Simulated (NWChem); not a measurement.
Correlation energy of H$_{3}$ClSi

```xyz
5

Si     0.9965     0.0279     0.0000
Cl    -1.0818    -0.0303     0.0000
H      1.4600     0.7444     1.2180
H      1.4600     0.7444    -1.2180
H      1.5191    -1.3644     0.0000
```
Charge 0, spin multiplicity 1.

The numbers come from NWChem runs, not from measurements. All single points use one geometry, from B3LYP/def2-SVP, a minimum by its harmonic frequencies.

Basis set: cc-pVTZ. Each correlation energy counts from its own Hartree-Fock reference.

The correlated methods keep 10 core orbitals frozen. The structure started from a generated list of species. Coupled-cluster values serve here as a point of comparison, not as the truth.

### Question
Order these methods by the correlation energy they give, lowest first: RI-MP2, SCS-MP2, CR-CCSD[T], CCSD.

### Answer
CR-CCSD[T] (-366.7 mHa), CCSD (-356.6 mHa), SCS-MP2 (-326.5 mHa), RI-MP2 (-318.9 mHa)
